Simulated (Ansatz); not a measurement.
```yaml
crystal:
  periodic: [false, false, false]
  atoms:
    - {symbol: C, position_ang: [-0.373544, 0.946438, 0.104493]}
    - {symbol: C, position_ang: [-0.414877, 0.470964, -0.563443]}
    - {symbol: C, position_ang: [-0.102856, -0.506494, -0.577071]}
    - {symbol: In, position_ang: [0.680289, -0.718475, 0.641812]}
    - {symbol: F, position_ang: [0.186192, -1.364275, 1.808254]}
    - {symbol: F, position_ang: [1.736444, -0.702847, 0.680232]}
    - {symbol: H, position_ang: [0.014282, 0.825486, 0.745136]}
    - {symbol: H, position_ang: [-0.668748, 1.543059, 0.048613]}
    - {symbol: H, position_ang: [-0.759005, 0.575004, -1.180788]}
    - {symbol: H, position_ang: [0.329850, -0.624500, -1.015679]}
    - {symbol: H, position_ang: [-0.692276, -0.868214, -0.532544]}
basis:
  gaussian: {orbitals: def2-SVPD}
magnetization: {spin_polarized: true, initial_magnetization: 2}
hamiltonian: {xc: {name: SPW92}}
accuracy: high
```

```sh
$ ansatz run in.yaml --threads 4 --pin off --events-out ev --progress --plain --max-ram 11315MiB
```

Output, abridged:

```
Functional definition: SPW92
3459 factors; integrals over basis functions are off by at most 3.3e-9 eV
mean field evaluation 1: about -13491.1042 eV, gradient 1.3e2 eV
mean field evaluation 2: about -12827.5104 eV, gradient 3.0e2 eV
mean field evaluation 4: about -13551.3447 eV, gradient 6.4e1 eV
mean field evaluation 8: about -13566.0946 eV, gradient 1.3e0 eV
mean field evaluation 16: about -13566.1092 eV, gradient 8.1e-3 eV
mean field -13566.10924076 eV, -498.5453191587 hartree, gradient 2.4e-8 eV, S^2 2.000358; 5 other end points of the search recorded, 0 dependent functions left out
reference -13566.10924379 eV, -498.5453192702 hartree; 32, 30 occupied and 146, 148 virtual orbitals, 3459 factors
Total energy: -13566.10924379 eV, -498.5453192702 hartree
```

Question: Something in this input is off. What?

Answer: The geometry is squeezed to about two thirds of its size. The run converged. The result belongs to that input, not to the molecule as meant.
